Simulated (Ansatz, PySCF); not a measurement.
F₄Si, charge +1, doublet, at a GFN2-xTB geometry (a state made from the parent by changing its charge; the spin is typed, not shown lowest). Base run: R2SCAN/aug-cc-pVDZ (PySCF).

Input for PySCF:
```python
from pyscf import gto, scf, dft

mol = gto.Mole()
mol.atom = '''
    F     1.54731953   -0.15245928    0.26101946
    Si   -0.00000000    0.00000000    0.00000000
    F    -0.32583460    1.49808438   -0.36762443
    F    -0.79475106   -0.40706562    1.29932330
    F    -0.42673386   -0.93855948   -1.19271834
'''
mol.basis = 'aug-cc-pvdz'
mol.charge = 1
mol.spin = 1
mol.verbose = 4
mol.build()

mf = dft.UKS(mol)
mf.xc = 'r2scan'
mf.kernel()
```

The same geometry, method and basis name were run in Ansatz (an electronic-structure program) and PySCF, at each program's defaults and at the settings that a row names. The base is PySCF at its defaults. Differences at the defaults can come from grids, fitting, cores and function types together.

```tsv
code and settings	ΔE vs base (µEh)	basis functions	E (Eh)	SCF cycles	outcome
PySCF, defaults (exact integrals, its default grid, spherical functions)	0.0	119	-688.42292	29	converged
Ansatz, defaults (factorised integrals, its default grid, spherical functions)	-43.7	119	-688.42296	-	converged
PySCF, density fitting with def2-universal-jkfit	-103	119	-688.42302	29	converged
PySCF, fine grid	-46.1	119	-688.42297	25	converged
Ansatz, high accuracy	-	-	-	-	cut at the time limit
```

Open shells are given as the SCF converged; they aren't shown to be the lowest states, and a large step between rows can be another state.
